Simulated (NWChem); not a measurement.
## Correlation energy of In

```xyz
1

In     0.0000     0.0000     0.0000
```
Charge 0, spin multiplicity 2.

All runs are NWChem calculations.

Basis set: def2-TZVP. Each correlation energy counts from its own Hartree-Fock reference.

Effective core potentials replace the inner electrons of In; spin-orbit coupling is left out. The correlated methods keep 4 core orbitals frozen. No SCF solution was tested for a lower state. Open-shell Hartree-Fock references start from PBE0 orbitals. Coupled-cluster values serve here as a point of comparison, not as the truth.

Task: One of these methods gave a correlation energy of -246.0 mHa. Which?
A) SCS-UMP2
B) CCSD on UHF
C) CCSD[T] on ROHF
D) CCSD(T) on UHF

Result: B, CCSD on UHF. The others give -252.3 (CCSD(T) on UHF), -256.0 (CCSD[T] on ROHF), -223.2 (SCS-UMP2).
